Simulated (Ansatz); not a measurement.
C2H9AlN2 (`CN[CH2][AlH][NH2]`) at its PBE0-D4/def2-TZVP geometry, where that method's forces vanish. The species carries charge 0 and has multiplicity 1.

| atom | x (Å) | y (Å) | z (Å) |
| --- | --- | --- | --- |
| C1 | 1.305 | -0.944 | 0.664 |
| N2 | 1.153 | -0.196 | -0.562 |
| C3 | -0.143 | -0.413 | -1.196 |
| Al4 | -1.590 | 0.490 | -0.205 |
| N5 | -1.124 | 1.776 | 0.912 |
| H6 | 1.128 | -2.028 | 0.551 |
| H7 | 2.311 | -0.803 | 1.067 |
| H8 | 0.597 | -0.573 | 1.413 |
| H9 | 1.900 | -0.449 | -1.198 |
| H10 | -0.128 | 0.057 | -2.190 |
| H11 | -0.365 | -1.480 | -1.380 |
| H12 | -3.134 | 0.160 | -0.385 |
| H13 | -0.165 | 2.058 | 1.044 |
| H14 | -1.744 | 2.345 | 1.464 |

Question: For each bond, give half the difference of the two atoms' forces along it (eV/Å; positive pushes the atoms apart) under PBE-D4, r2SCAN-D4, B3LYP-D4, ωB97M-V in def2-TZVPP. (An estimate is asked.)

Answer: Computed: 
```tsv
bond	length (Å)	PBE-D4	r2SCAN-D4	B3LYP-D4	ωB97M-V
C1–N2	1.444	0.11	0.17	0.22	0.24
C1–H6	1.104	0.12	-0.02	-0.05	-0.11
C1–H7	1.092	0.08	-0.06	-0.11	-0.10
C1–H8	1.096	0.11	-0.04	-0.10	-0.09
N2–C3	1.459	0.07	0.20	0.22	0.25
N2–H9	1.013	0.25	-0.02	-0.09	-0.14
C3–Al4	1.973	-0.06	-0.06	0.00	-0.04
C3–H10	1.099	0.10	-0.02	-0.12	-0.10
C3–H11	1.106	0.13	-0.01	-0.07	-0.12
Al4–N5	1.767	0.05	-0.01	0.05	0.06
Al4–H12	1.589	-0.03	-0.04	-0.14	-0.15
N5–H13	1.008	0.21	0.03	0.00	-0.01
N5–H14	1.006	0.21	0.03	0.01	-0.01
```

B3LYP here is the variant with VWN-RPA as its local correlation; programs differ in this.
